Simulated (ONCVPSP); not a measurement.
**tantalum: one change to an ONCV potential, before and after**

| Item | Value |
| --- | --- |
| Element | Ta |
| Generator | ONCVPSP 4.0.1 |
| Type | optimised norm-conserving Vanderbilt (ONCV) |
| Functional | PW91 |
| Relativity | scalar-relativistic |
| Frozen core | [Kr] 4d10 4f14 |
| Valence charge | 13 |
| Reference configuration | 5s2 5p6 5d4 6s1 |
| Partial waves | 5s+6s: rc 1.75 bohr, ncon 4, nbas 7, qcut 8.8 1/bohr, 2 projectors; 5p: rc 1.80 bohr, ncon 4, nbas 7, qcut 9.5 1/bohr, 2 projectors, debl 2.1 Ha; 5d: rc 2.25 bohr, ncon 4, nbas 9, qcut 6.5 1/bohr, 2 projectors, debl 1.5 Ha |
| Local potential | polynomial inside 1.25 bohr (lpopt 5, dvloc0 1 Ha) |
| Core correction | Teter function, fcfact 2.75, rcfact 1 |

Change: s: rc 1.64.

Cutoffs: the cutoffs (Ha) at which the residual kinetic energy of the hardest occupied pseudo-wave falls to 1 and 0.1 mHa per electron; they do not see the model core or the augmentation charge, which bear on the density cutoff. Errors are all-electron minus pseudo energies relative to the spin-unpolarised reference configuration.

Question: Predict the effect on cutoff, ghosts and configuration errors.

Answer: The potential gets neither clearly harder nor softer (25 Ha and 31 Ha → 25 Ha and 31 Ha); the errors of the 4 common tests hardly move; neither file shows a bound ghost.

```tsv
quantity	base	changed
cutoff, loose	25 Ha	25 Ha
cutoff, tight	31 Ha	31 Ha
loose cutoff by channel	s 24 Ha, p 25 Ha, d 13 Ha	s 24 Ha, p 25 Ha, d 13 Ha
bound ghosts	none	none
GHOST(+) flags under 300 eV	s at 206.7 eV	s at 235.7 eV
error for 5s2 5p6 5d3 6s2, meV [ΔE -2.09 eV]	+3.3	+3.6
error for 5s2 5p6 5d3 6s1, meV [ΔE 6.43 eV]	-0.2	-0.1
error for 5s2 5p6 5d3 6s0, meV [ΔE 21.47 eV]	+1.8	+1.9
error for 5s2 5p6 5d4 6s0, meV [ΔE 7.86 eV]	-1.0	-0.8
p: phases at 1.83 bohr within 0.05 rad from the reference energy up to (Ha; the scan ends near 5)	to the end of the scan	to the end of the scan
d: phases at 2.29 bohr within 0.05 rad from the reference energy up to (Ha; the scan ends near 5)	to the end of the scan	to the end of the scan
rms error of d²Exc/dni dnj with the model core, mHa	4.61	4.74
```
